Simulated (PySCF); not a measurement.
Computed structure and properties of [Bi3]3+

System: [Bi3]3+ (triplet); start: released along the symmetry-breaking force (C2v). Method: PySCF 2.14.0, UKS PBE0, Bi def2-SVP with ECP60; non-relativistic Hamiltonian with scalar-relativistic core potentials where named; density fitting; no spin-orbit coupling.

Input of the relaxation:

```python
mol = gto.M(atom='''
Bi     1.78822    -0.00008    -0.00000
Bi    -0.89404     1.64296     0.00000
Bi    -0.89419    -1.64288     0.00000''',
    basis={'Bi': 'def2-SVP'},
    ecp={'Bi': 'def2-SVP'},
    charge=3, spin=2)
mf = dft.UKS(mol, xc='PBE0')
mf.grids.atom_grid = (50, 194)
mf = mf.density_fit()  # fitting sets: Bi def2-universal-JKFIT
mf.conv_tol = 1e-08; mf.max_cycle = 55
mf.kernel(dm0)  # dm0: converged density of the start geometry
# quasi-Newton relaxation in Cartesian coordinates to a largest gradient under 0.00045 Eh/bohr
```

Run from Python with OMP_NUM_THREADS=2; the lines above give its settings. Where DIIS fails, smearing, a level shift and second-order steps follow.
It took 26 s on 2 threads of Arm Neoverse V1, with other jobs on the host, from the converged density of the start.

Course of the relaxation:

| step | energy above end (eV) | largest force component within the symmetry (eV/Å) |
| --- | --- | --- |
| 0 | 0.0828 | 0.495 |
| 1 | 0.0418 | 0.302 |
| 2 | 0.0048 | 0.146 |
| 3 | 0.0015 | 0.087 |
| 4 | 0.0001 | 0.029 |
| 5 | 0.0000 | 0.004 |

Relaxed geometry (C2v):

```xyz
3

Bi    1.6767   -0.0001    0.0000
Bi   -0.8383    1.7757    0.0000
Bi   -0.8385   -1.7756    0.0000
```

```tsv
contact	Å
Bi2–Bi1	3.079
Bi3–Bi1	3.079
Bi3–Bi2	3.551
```

On the finer grid (75, 302):

```json
{
  "HOMO": "-21.06 eV",
  "LUMO": "-19.03 eV",
  "Dipole about the centre of mass": "1.06 D",
  "Spin squared": "2.028",
  "Set of Mulliken populations of Bi1 outside the core potential": "s 3.99, p 8.04, d 10.09",
  "D3(BJ) dispersion energy (not in the energies)": "-0.147 eV"
}
```

```tsv
atom	Mulliken (e)	Löwdin (e)	spin (e)
Bi1	0.88	0.86	0.34
Bi2	1.06	1.07	0.83
Bi3	1.06	1.07	0.83
```

On the grid (50, 194), as all that follows. Harmonic modes: a minimum within the noise of the softest modes; lowest 54 cm⁻¹ (negative: unstable), highest 129 cm⁻¹, zero-point energy 0.015 eV.

One start shape was tried, so this needn't be the lowest isomer.

Open shells may have lower solutions than the one found.
